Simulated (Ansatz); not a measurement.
Z-matrix (Å, degrees):
```
C
O 1 1.399
H 1 1.095 2 110.0
H 1 1.097 2 112.4 3 120.6
H 1 1.095 2 110.0 3 -118.9
Al 2 1.681 1 138.7 3 -120.9
S 6 2.211 2 117.4 1 0.0
H 7 1.343 6 93.1 2 180.0
```

Charge 0, multiplicity 2.

Q: List the ωB97M-V/def2-TZVPP orbital energies in eV (Ansatz 0.2.0). (An estimate is asked.)

A: Computed: α occupied: -2426.57, -1532.62, -525.68, -282.61, -220.57, -163.67, -163.62, -163.51, -117.16, -76.75, -76.73, -76.63, -30.51, -22.78, -21.60, -16.09, -15.01, -14.99, -13.65, -12.16, -10.80, -10.76, -9.82, -7.67. α empty: 0.83, 2.13, 2.30, 2.87, 3.59, 4.96, 5.06, 5.54. β occupied: -2426.54, -1532.54, -525.65, -282.60, -220.54, -163.64, -163.52, -163.49, -117.04, -76.66, -76.58, -76.52, -30.46, -22.62, -21.55, -15.96, -15.00, -14.92, -13.58, -11.66, -10.77, -10.61, -9.76. β empty: -1.26, 1.16, 2.17, 2.46, 3.22, 3.69, 5.05, 5.08. ⟨S²⟩ = 0.752.
